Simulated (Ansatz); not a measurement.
## What each rung costs, and what it gives

Saddle point of Si₅H₁₃I, singlet (Si₄H₁₀ ([SiH3][SiH]([SiH3])[SiH3]) + SiH₃I ([SiH3][I]) → Si₅H₁₂ ([SiH3][Si]([SiH3])([SiH3])[SiH3]) + HI; bonds formed: Si1–Si4, I2–H3; bonds broken: Si1–I2, H3–Si4), PBE0-D4/def2-TZVP structure:

Si1  (0.934, -1.811, 0.880)
I2  (3.492, -0.645, -0.378)
H3  (1.291, -0.379, 0.135)
Si4  (-0.215, 0.344, -0.111)
Si5  (0.996, 2.167, -0.963)
Si6  (-1.425, 0.788, 1.845)
Si7  (-1.327, -0.881, -1.765)
H8  (-0.496, -1.951, 1.335)
H9  (1.146, -2.852, -0.139)
H10  (1.742, -1.753, 2.109)
H11  (-0.043, 3.215, -1.189)
H12  (1.633, 1.814, -2.250)
H13  (1.961, 2.642, 0.054)
H14  (-2.584, -0.133, 1.943)
H15  (-0.523, 0.595, 3.010)
H16  (-1.899, 2.196, 1.807)
H17  (-0.347, -1.280, -2.805)
H18  (-1.969, -2.078, -1.163)
H19  (-2.367, 0.002, -2.356)
(Å)

Barriers are electronic and count from the start structure reached by relaxing down the imaginary mode.

Computed with Ansatz 0.2.0 (basis: as named in each row); correlated methods freeze the cores. Filled d shells of the heavier atoms are correlated. Core potentials replace the inner electrons of the atoms past krypton. The def2 sets are not built for correlating such inner shells, so the correlated values are less sure here. B3LYP uses VWN-RPA correlation. Extrapolation: Hartree–Fock as exp(−7.88 √X), correlation as X^−2.97.

Times are rough, for one single point on 4 threads of a shared host (AMD EPYC 7R13), with one NVIDIA H100 (or a share of it) where marked.

The estimate by CCSD(T) at an estimated basis limit (MP2 extrapolated from triple and quadruple zeta, plus CCSD(T) − MP2 in triple zeta) is 194.8 kJ/mol.

```json
{"method": "SPW92", "basis": "def2-SVP", "time (s)": "1", "barrier (kJ/mol)": "140.2", "method less estimate": "-54.7"}
{"method": "PBE-D4", "basis": "def2-SVP", "time (s)": "2", "barrier (kJ/mol)": "161.1", "method less estimate": "-33.7"}
{"method": "BHLYP-D4", "basis": "def2-TZVPP", "time (s)": "2 (H100)", "barrier (kJ/mol)": "202.8", "method less estimate": "7.9"}
{"method": "BLYP-D4", "basis": "def2-TZVPP", "time (s)": "2 (H100)", "barrier (kJ/mol)": "170.1", "method less estimate": "-24.7"}
{"method": "r2SCAN0-D4", "basis": "def2-TZVPP", "time (s)": "2 (H100)", "barrier (kJ/mol)": "184.5", "method less estimate": "-10.4"}
{"method": "CCSD(T)", "basis": "def2-SVP", "time (s)": "2 (H100)", "barrier (kJ/mol)": "221.2", "method less estimate": "26.4"}
{"method": "PBE0-D4", "basis": "def2-TZVPP", "time (s)": "2 (H100)", "barrier (kJ/mol)": "174.3", "method less estimate": "-20.5"}
{"method": "SPW92", "basis": "def2-TZVPP", "time (s)": "3 (H100)", "barrier (kJ/mol)": "135.6", "method less estimate": "-59.3"}
{"method": "B3LYP-D4", "basis": "def2-TZVPP", "time (s)": "3 (H100)", "barrier (kJ/mol)": "184.8", "method less estimate": "-10.0"}
{"method": "PBE-D4", "basis": "def2-TZVPP", "time (s)": "3 (H100)", "barrier (kJ/mol)": "156.1", "method less estimate": "-38.7"}
{"method": "r2SCAN-D4", "basis": "def2-TZVPP", "time (s)": "3 (H100)", "barrier (kJ/mol)": "173.0", "method less estimate": "-21.8"}
{"method": "CAM-B3LYP-D4", "basis": "def2-TZVPP", "time (s)": "3 (H100)", "barrier (kJ/mol)": "202.9", "method less estimate": "8.0"}
{"method": "B97M-V", "basis": "def2-TZVPP", "time (s)": "3 (H100)", "barrier (kJ/mol)": "195.6", "method less estimate": "0.7"}
{"method": "PBE-QIDH", "basis": "def2-TZVPP", "time (s)": "3 (H100)", "barrier (kJ/mol)": "191.6", "method less estimate": "-3.2"}
{"method": "wB97X-V", "basis": "def2-TZVPP", "time (s)": "3 (H100)", "barrier (kJ/mol)": "206.7", "method less estimate": "11.9"}
{"method": "wB97M-V", "basis": "def2-TZVPP", "time (s)": "3 (H100)", "barrier (kJ/mol)": "196.3", "method less estimate": "1.5"}
{"method": "B2PLYP", "basis": "def2-TZVPP", "time (s)": "4 (H100)", "barrier (kJ/mol)": "200.3", "method less estimate": "5.5"}
{"method": "PBE0-D4", "basis": "def2-SVP", "time (s)": "4", "barrier (kJ/mol)": "179.4", "method less estimate": "-15.5"}
{"method": "RPA on PBE", "basis": "def2-TZVPP", "time (s)": "4 (H100)", "barrier (kJ/mol)": "207.0", "method less estimate": "12.2"}
{"method": "MP2", "basis": "def2-QZVPP", "time (s)": "6 (H100)", "barrier (kJ/mol)": "192.8", "method less estimate": "-2.1"}
{"method": "wB97M-V", "basis": "def2-SVP", "time (s)": "13", "barrier (kJ/mol)": "202.0", "method less estimate": "7.2"}
{"method": "CCSD(T)", "basis": "def2-TZVPP", "time (s)": "25 (H100)", "barrier (kJ/mol)": "201.6", "method less estimate": "6.8"}
```

All methods are single points on the PBE0-D4 structures.

The T1 diagnostic stays at or below 0.015.

Labels in which every atom is bracketed show which atoms are joined, not bond orders.
